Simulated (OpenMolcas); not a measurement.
Ni2+: moving or changing the point charges

Ni2+ among 6 point charges of -2.2 e arranged as an octahedron (Oh), 1.67 Å from the ion.
```
   1.6700    0.0000    0.0000  -2.20
   0.0000    1.6700    0.0000  -2.20
  -1.6700    0.0000    0.0000  -2.20
   0.0000   -1.6700    0.0000  -2.20
   0.0000    0.0000    1.6700  -2.20
   0.0000    0.0000   -1.6700  -2.20
```

```json
{"Program": "OpenMolcas 26.06", "Method": "SS-CASPT2, IPEA 0.25 Eh, imaginary shift 0.1 Eh (closed shells correlated: 3s 3p)", "Basis": "ANO-RCC-VDZP [5s4p2d1f]", "Scalar Hamiltonian": "DKH2, point nucleus", "Active space": "8 electrons in 5 orbitals (3d)", "State averaging": "2S+1 = 3 even, 10 roots; 2S+1 = 1 even, 15 roots", "Spin-orbit coupling": "RASSI with atomic mean-field integrals over the reference wave functions"}
```

Runs around this geometry, states (labels of O, the rotations of Oh). Energies in cm-1 above the lowest state or level, χT in cm3 K/mol.

```
R (Å)  q (e)  Ground state  First state of that spin  First gap with spin-orbit (degeneracies)  χT at 300 K  First state of another spin
 1.67   -1.1           3A2                  3T2 5700                               5430 (3, 2)        1.583                     1E 15880
 1.67   -2.2           3A2                 3T2 12120                              11800 (3, 2)        1.280                     1E 17520
 1.84   -2.2           3A2                  3T2 7380                               7130 (3, 2)        1.456                     1E 16650
```

Taking the first state of the same spin as R^-n, n = -ln(7380 / 12120) / ln(1.84 / 1.67) = 5.1 between the shortest and longest distance.

Scaling the charges by -1.1 / -2.2 = 0.50 scales the first state of the same spin by 5700 / 12120 = 0.47; with fixed orbitals a first-order splitting would follow the charge.

Roots that are degenerate in the reference are averaged as groups; the widest CASPT2 spread within a group is 720 cm-1 (the 3-fold group of multiplicity 3 near 7380 cm-1 above the lowest state of its run, R = 1.84, q = -2.2). Shifts and gaps below about the spread of the groups concerned are not significant. Free-ion shares, where given, are those of the reference states; single-state CASPT2 does not remix them. Point charges carry no covalency, so the field is a model and not that of real ligands. No measured value stands beside these numbers.
